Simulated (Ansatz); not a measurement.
CH7AlSiTe, SMILES `C[Te][AlH][SiH3]`: the same geometry under several functionals.

```yaml
crystal:
  periodic: [false, false, false]
  atoms:
    - {symbol: C, position_ang: [-1.031411, 1.901587, 0.533585]}
    - {symbol: Te, position_ang: [-0.070578, 0.996798, 2.236038]}
    - {symbol: Al, position_ang: [0.900607, -1.028070, 1.115028]}
    - {symbol: Si, position_ang: [0.572345, -1.444804, -1.279140]}
    - {symbol: H, position_ang: [-0.528608, 2.840911, 0.317750]}
    - {symbol: H, position_ang: [-0.968809, 1.234863, -0.322359]}
    - {symbol: H, position_ang: [-2.071625, 2.080131, 0.794696]}
    - {symbol: H, position_ang: [1.729954, -1.992364, 2.063155]}
    - {symbol: H, position_ang: [-0.358500, -0.474427, -1.921877]}
    - {symbol: H, position_ang: [1.871542, -1.360876, -2.006762]}
    - {symbol: H, position_ang: [0.020483, -2.810647, -1.509415]}
basis:
  gaussian: {orbitals: def2-TZVPP}
hamiltonian: {xc: {name: B2PLYP}}
```

```sh
$ ansatz run in.yaml --threads 4 --pin off --events-out ev --progress --plain --max-ram 10444MiB
```

Output, abridged:

```
Functional definition: B2PLYP
1684 factors; integrals over basis functions are off by at most 1.1e-3 eV
mean field evaluation 1: about -22897.3406 eV, gradient 3.5e1 eV
mean field evaluation 2: about -22897.4659 eV, gradient 3.5e1 eV
mean field evaluation 4: about -22900.4999 eV, gradient 5.5e0 eV
mean field evaluation 8: about -22900.5538 eV, gradient 1.1e-1 eV
mean field evaluation 16: about -22900.5538 eV, gradient 4.5e-5 eV
mean field -22900.55379331 eV, -841.5798293511 hartree, gradient 4.4e-6 eV, S^2 0.000000; 0 other end points of the search recorded, 0 dependent functions left out
15 core orbitals not correlated: weight in the atoms' cores, before any rotation towards them, 1.000 or more for the frozen orbitals, at most 0.000 for the correlated occupied ones
reference -22900.55399123 eV, -841.5798366248 hartree; 17, 17 occupied and 231, 231 virtual orbitals, 1684 factors
second order -27.70029513 eV of doubles, -0.00000000 eV of singles
Total energy: -22908.03307092 eV, -841.8546877337 hartree
```

It took 6 s on 4 threads of an Arm Neoverse V2 on a shared host, with 0.71 GiB of host memory at the peak.

Changing it to `hamiltonian: {xc: r2scan, dispersion: d4}` and forces (abridged; 4.9 s):

```
Functional definition: r2SCAN
mean field evaluation 16: about -22921.1858 eV, gradient 5.1e-3 eV
mean field -22921.18575258 eV, -842.3380398697 hartree, gradient 1.1e-5 eV, S^2 0.000000
Total energy: -22921.25137121 eV, -842.3404513098 hartree
Atom 0 force    -0.094468     0.086955    -0.165722 eV/Å
Atom 1 force     0.064056    -0.045401     0.151722 eV/Å
Atom 2 force     0.026055    -0.041537     0.002350 eV/Å
Atom 3 force    -0.004687     0.002108     0.000724 eV/Å
Atom 4 force    -0.012679    -0.023035     0.009879 eV/Å
Atom 5 force    -0.001288     0.022843     0.032153 eV/Å
Atom 6 force     0.027087    -0.002765    -0.002279 eV/Å
Atom 7 force    -0.013313     0.016327    -0.015802 eV/Å
Atom 8 force     0.021654    -0.029165    -0.005807 eV/Å
Atom 9 force    -0.024048    -0.006942     0.000924 eV/Å
Atom 10 force     0.011630     0.020614    -0.008143 eV/Å
Dipole moment:    -0.131807     0.152082    -0.160254 e Å
```
